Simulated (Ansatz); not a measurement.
Wavefunction ladder for C$_{4}$H$_{8}$F$_{2}$O, SMILES `FCCCOCF`

```
atom   x (Å)   y (Å)   z (Å)
  F1  -1.658  -1.777  -1.255
  C2  -1.696  -0.837  -0.234
  C3  -0.415  -0.888   0.560
  C4   0.807  -0.529  -0.265
  O5   0.738   0.773  -0.831
  C6   1.169   1.792  -0.040
  F7   0.236   2.120   0.935
  H8  -1.836   0.144  -0.693
  H9  -2.559  -1.068   0.396
 H10  -0.509  -0.210   1.411
 H11  -0.279  -1.899   0.957
 H12   1.716  -0.615   0.344
 H13   0.898  -1.212  -1.111
 H14   2.093   1.536   0.497
 H15   1.297   2.673  -0.671
```

Total charge 0; spin multiplicity 1. All single points use the PBE0-D4/def2-TZVP geometry. It is one conformer, not always the lowest. Frozen core, restricted reference, Ansatz. CBS rows extrapolate triple and quadruple zeta; past MP2 they add the triple-zeta difference.

```
     basis     HF (Eh)  MP2 corr.  CCSD corr.       (T)  CCSD(T) total
def2-TZVPP  -430.03735   -1.41682           ?  -0.05171              ?
def2-QZVPP  -430.05663   -1.52846           –         –              –
 CBS(def2)           ?          ?           ?     as TZ              ?
```

Problem. Fill in the withheld values. (An estimate is asked.)

Solution. Computed: def2-TZVPP CCSD corr.: -1.45939; def2-TZVPP CCSD(T) total: -431.54845; CBS(def2) HF (Eh): -430.05928; CBS(def2) MP2 corr.: -1.61115; CBS(def2) CCSD corr.: -1.65371; CBS(def2) CCSD(T) total: -431.76470.
